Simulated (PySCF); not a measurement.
FeO₄, SMILES [O]=[Fe]1(=[O])[O][O]1, multiplicity 1.

Geometry: PBE-D3(BJ)/def2-SVP. The multiplicity is an assumed one; other spin states were not compared.

Method: PBE-D3(BJ)/def2-SVP (PySCF).

Frequencies are harmonic and unscaled.

| mode | ν (cm⁻¹) | IR (km/mol) | moving atoms (share of kinetic energy) |
|---|---|---|---|
| 1 | 243 | 4.5 | O 71 %, Fe 29 % |
| 2 | 256 | 1.5 | O 79 %, Fe 21 % |
| 3 | 324 | 3.7 | O 94 % |
| 4 | 325 | 0.0 | O 100 % |
| 5 | 558 | 3.3 | O 78 %, Fe 22 % |
| 6 | 578 | 0.0 | O 72 %, Fe 28 % |
| 7 | 990 | 7.2 | O 89 %, Fe 11 % |
| 8 | 1027 | 110.6 | O 92 % |
| 9 | 1039 | 118.0 | O 69 %, Fe 31 % |
